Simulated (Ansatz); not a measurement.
Consider the formal exchange of groups at the Si–N bond: `C[N]([SiH3])[InH2]` + `SC=[Se]` → `[SiH3]C(S)=[Se]` + `C[NH][InH2]`.

Program: Ansatz. Geometries: PBE0-D4/def2-TZVP. ΔE: electronic, gas phase. CCSD(T)/CBS is the MP2 limit (def2-TZVPP, def2-QZVPP) plus CCSD(T) − MP2 in def2-TZVPP, frozen cores. Functionals use def2-TZVPP. HSE06 is defined as in plane-wave codes. def2 core potentials past Kr. For In, Se outer-core shells are correlated without core-valence functions, which leaves a few kJ/mol of doubt a bond. Scalar relativity is left out up to krypton. Each species was taken in one conformer, which may not be the lowest.

```
          level  ΔE (kJ/mol)  difference from CCSD(T)/CBS
    LDA (SPW92)         47.3                         -9.0
         PBE-D4         46.0                        -10.3
      revPBE-D4         47.3                         -9.0
      r2SCAN-D4         53.7                         -2.6
     r2SCANh-D4         54.8                         -1.5
       HSE06-D4         51.0                         -5.3
        ωB97X-V         57.4                          1.1
         B2PLYP         56.0                         -0.3
           BLYP         49.7                         -6.6
          HSE06         50.7                         -5.6
    HF/def2-SVP         68.4                         12.1
  CCSD/def2-SVP         61.3                          5.0
 MP2/def2-TZVPP         58.3                          2.0
CCSD/def2-TZVPP         60.2                          3.9
 MP2/def2-QZVPP         57.3                          1.0
  MP2/CBS(def2)         56.4                          0.1
    CCSD(T)/CBS         56.3                            0
```

Largest T1 diagnostic among the species: 0.017.

In def2-TZVPP, CCSD(T) changes the Hartree–Fock value by −8.8 kJ/mol (the triples alone add −2.0 kJ/mol) and MP2 by −8.7 kJ/mol. From BLYP to BHLYP (50 % exact exchange), in def2-TZVPP and without D4, ΔE moves by +10.2 kJ/mol. Leaving LDA and LC-ωPBE aside and taking each functional with its dispersion term where it has one, the values, not all of them listed here, spread over 13.7 kJ/mol, from PBE-D4 to BHLYP-D4.

CCSD(T)/CBS has its own doubt, a few kJ/mol and more with outer-core shells, so smaller differences from it don't rank the levels.
